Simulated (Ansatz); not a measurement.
Dimer: HF (SMILES F) (first 2 atoms) with CH4O (SMILES CO); geometry from B3LYP-D3(BJ)/def2-TZVP.
(charge 0, multiplicity 1):
```xyz
8

F      0.085     0.013     0.236
H     -0.216    -0.060     1.134
C      0.516     0.396     3.513
O     -0.553    -0.164     2.740
H      0.245     0.448     4.569
H      0.675     1.403     3.136
H      1.438    -0.178     3.394
H     -0.728    -1.064     3.035
```

Basis-set superposition error: the interaction energy with monomers in their own basis, and in the dimer's basis (counterpoise).

Run with Ansatz (a first-principles code) with Gaussian orbitals. Each number belongs to the level named beside it.

```
level                uncorrected (kcal/mol)  counterpoise (kcal/mol)  difference
-------------------  ----------------------  -----------------------  ----------
HF/aug-cc-pVDZ                        -8.94                    -8.53        0.41
SVWN5/def2-TZVPPD                    -15.27                   -15.17        0.10
revPBE/def2-TZVPPD                    -8.16                    -8.08        0.07
PBE0/def2-TZVPPD                     -10.72                   -10.65        0.07
wB97X-V/def2-TZVPPD                  -10.70                   -10.63        0.07
MP2/aug-cc-pVQZ                      -10.79                   -10.33        0.47
SCS-MP2/aug-cc-pVTZ                  -10.10                    -9.24        0.86
SCS-MP2/aug-cc-pVQZ                  -10.06                    -9.54        0.52
CCSD/aug-cc-pVDZ                     -10.30                    -8.89        1.41
CCSD(T)/aug-cc-pVDZ                  -10.71                    -9.12        1.59
```

The error is largest for CCSD(T)/aug-cc-pVDZ (1.59 kcal/mol) and smallest for PBE0/def2-TZVPPD (0.07 kcal/mol).
